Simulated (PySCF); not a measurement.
# Two-component Hartree-Fock for Ti¹¹⁺ (titanium, charge +11)

Start: [Ne] 3s1; 3s1/2 filled at m_j = +1/2. Calculated with PySCF 2.14 in an even-tempered Gaussian basis (19 s from 0.76 bohr⁻², ratio 2.4; 13 p from 0.98 bohr⁻², ratio 2.4; 5 d from 3.5 bohr⁻², ratio 2.6; 4 f from 5.2 bohr⁻², ratio 2.6): generalised Hartree-Fock with the X2C-1e Hamiltonian and a Gaussian nucleus; one run each with spin-orbit coupling (SO) switched off, then screened by Boettger's factors.

```csv
spinor shell,electrons,"ε, spin-free (eV)","ε, screened SO (eV)",weight of nominal j (screened SO),"rms radius, screened SO (bohr)"
1s1/2,2,-5304.7,-5304.7,1.000,0.0803
2s1/2,2,-857.66,-857.66,1.000,0.346
2p1/2,2,-755.15,-759.31,0.992,0.314
3s1/2,1,-290.97,-290.97,1.000,0.910
```

Question: Where does 2p3/2 lie, and what is the 2p spin-orbit splitting (screened SO)?

Answer: At -753.10 eV, 6.212 eV above 2p1/2.

| quantity | spin-free | screened SO |
| --- | --- | --- |
| E (hartree) | -805.70496 | -805.71119 |
| M_J | 1/2 | 1/2 |
| ⟨J²⟩ | 0.750 | 0.750 |
| ⟨L²⟩ | 0.000 | 0.000 |
| ⟨S²⟩ | 0.750 | 0.750 |

Each row is a mean over spinors that exchange with the open shell spreads, by up to 2.870 eV (2s1/2).

Without spin-orbit coupling the j labels of p, d and f shells carry no meaning; the spin-free column gives the mean over the occupied spinors of each nl shell.
